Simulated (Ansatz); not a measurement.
**A geometry optimisation of AlFGeH3Si+ with BLYP-D3(BJ)/def2-SVP**

The starting geometry of this gas-phase singlet was optimised with GFN2-xTB.

```yaml
atoms:
  - { symbol: Al, position_ang: [-0.3168, 0.3886, -3.1803] }
  - { symbol: F, position_ang: [-0.8954, 1.1462, -4.5063] }
  - { symbol: Ge, position_ang: [0.6619, -1.2170, -1.6218] }
  - { symbol: Si, position_ang: [-0.2087, 0.3740, 0.0665] }
  - { symbol: H, position_ang: [1.7994, -0.0433, -1.7540] }
  - { symbol: H, position_ang: [-0.7336, 1.7573, 0.1533] }
  - { symbol: H, position_ang: [-0.1323, 0.0540, 1.5139] }
```

Problem. Predict what becomes of its bonds when it is optimised with BLYP-D3(BJ)/def2-SVP.

Solution. A new bond forms, giving a structure with H5 bridging Ge3 and Si4, given below by its coordinates. Distances that change by over a tenth: Ge3–H5 (1.64 → 1.96 Å). Contacts that close: Si4–H5 (2.74 → 1.67 Å).

The energy falls by 0.58 eV over 15 steps:

| step | E − E(last) (eV) |
| --- | --- |
| 1 | 0.578 |
| 3 | 0.427 |
| 4 | 0.352 |
| 6 | 0.120 |
| 7 | 0.018 |
| 9 | 0.001 |
| 10 | 0.000 |
| 12 | 0.000 |
| 13 | 0.000 |
| 15 | 0.000 |

Final geometry (Å):

```xyz
7

Al   -0.3272    0.2970   -3.3653
F    -0.9730    1.3489   -4.4652
Ge    0.5812   -1.4044   -1.6267
Si   -0.0956    0.2916   -0.0667
H     1.3536    0.2325   -0.8869
H    -0.6111    1.6813   -0.2782
H     0.2466    0.0128    1.3604
```

Frequencies at the end are all real (lowest 48 cm⁻¹). Run with Ansatz 0.2.0, 19 s on 1 thread of Intel(R) Xeon(R) 6975P-C (Granite Rapids), with other jobs on the host.
